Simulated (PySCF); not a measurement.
**Electron correlation in Ne (neon, neutral)**

[Ne], closed-shell 1S. Calculation: PySCF 2.14, in aug-cc-pCVTZ-DK (7s6p4d2f, 59 functions); the spin-free X2C one-electron Hamiltonian (Gaussian nucleus). Frozen: nothing; 10 electrons correlated.

| level | correlation energy (mhartree) |
| --- | --- |
| CCSD | -339.71 |
| (T) | -5.85 |
| CCSD(T) | -345.56 |

Diagnostics: T1 = 0.0064, D1 = 0.0112, largest double amplitude 0.029.

Question: Is a single reference adequate?

Answer: Yes: T1 lies below 0.03 and no double amplitude reaches 0.07.
